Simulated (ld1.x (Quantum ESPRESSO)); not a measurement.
**Logarithmic derivatives: iron (Fe), PAW**

```json
{"Element": "Fe (Z = 26)", "Generator": "ld1.x (Quantum ESPRESSO) 7.5", "Type": "PAW", "Functional": "PBE", "Relativity": "scalar-relativistic", "Frozen core": "[Ar]", "Valence charge": "8", "Reference configuration": "3d6 4s0 4p0 (charge +2)", "Partial waves": "4s (bound, empty): rcut 1.80, rcutus 2.30 bohr; 4s channel at 2.3 Ry: rcut 1.80, rcutus 2.30 bohr; 4p (bound, empty): rcut 1.80, rcutus 2.00 bohr; 4p channel at -0.6 Ry: rcut 1.80, rcutus 2.00 bohr; 3d (bound): rcut 1.20, rcutus 1.35 bohr; 3d channel at -0.85 Ry: rcut 1.20, rcutus 1.35 bohr", "Local potential": "all-electron potential smoothed inside 2.05 bohr (lloc = -1)", "Core correction": "a·sin(br)/r model core, default radius (ld1.x builds one for every PAW set, though the input has nlcc=.false.)", "Augmentation charge": "PSQ, inside the norm-conserving radii"}
```

The phase is arctan(r·u′/u) with u = r·R(r), unwrapped; energies in Ry, scanned from -4 to 5 Ry. A pole is an energy at which the radial function vanishes at the test radius. The pseudo phase is shifted by a multiple of π to meet the all-electron one at the reference energy, and phase errors are pseudo minus all-electron; the curves can meet again beyond the range given. Levels narrower than the energy grid can be missing from the lists of poles.

```tsv
channel	radius (bohr)	reference energy (Ry)	poles, all-electron	poles, pseudo	unbroken range about the reference energy with phases within 0.05 rad	phase error 1 Ry above the reference energy (rad)
s	2.49	-1.48	0.54	0.54	below 4.1	-0.000
p	2.49	-1.05	1.59	-2.25, 1.64	-2.2 to 4.0	+0.000
d	2.49	-1.89	-1.75, 3.37	-1.75, 3.41	the whole range	-0.000
```

Note: ghost state, extra bound levels that the all-electron valence spectrum of the same l lacks: p at -28.5 eV. A true bound ghost makes a file unfit for plane-wave use.

Phases in the s channel:

| E (Ry) | all-electron | pseudo |
| --- | --- | --- |
| -4.00 | 1.274 | 1.273 |
| -3.76 | 1.252 | 1.252 |
| -3.52 | 1.226 | 1.226 |
| -3.28 | 1.194 | 1.193 |
| -3.04 | 1.151 | 1.150 |
| -2.80 | 1.093 | 1.092 |
| -2.56 | 1.010 | 1.010 |
| -2.32 | 0.884 | 0.883 |
| -2.08 | 0.674 | 0.673 |
| -1.84 | 0.308 | 0.307 |
| -1.60 | -0.237 | -0.238 |
| -1.36 | -0.738 | -0.738 |
| -1.12 | -1.046 | -1.047 |
| -0.88 | -1.225 | -1.226 |
| -0.64 | -1.337 | -1.337 |
| -0.40 | -1.413 | -1.413 |
| -0.16 | -1.468 | -1.468 |
| 0.08 | -1.510 | -1.510 |
| 0.32 | -1.544 | -1.545 |
| 0.56 | -1.573 | -1.574 |
| 0.80 | -1.599 | -1.599 |
| 1.04 | -1.622 | -1.623 |
| 1.28 | -1.644 | -1.645 |
| 1.52 | -1.666 | -1.666 |
| 1.76 | -1.688 | -1.688 |
| 2.00 | -1.710 | -1.710 |
| 2.24 | -1.734 | -1.734 |
| 2.48 | -1.762 | -1.762 |
| 2.72 | -1.793 | -1.793 |
| 2.96 | -1.830 | -1.831 |
| 3.20 | -1.876 | -1.878 |
| 3.44 | -1.936 | -1.940 |
| 3.68 | -2.018 | -2.028 |
| 3.92 | -2.139 | -2.162 |
| 4.16 | -2.329 | -2.388 |
| 4.40 | -2.643 | -2.790 |
| 4.64 | -3.114 | -3.389 |
| 4.88 | -3.607 | -3.910 |
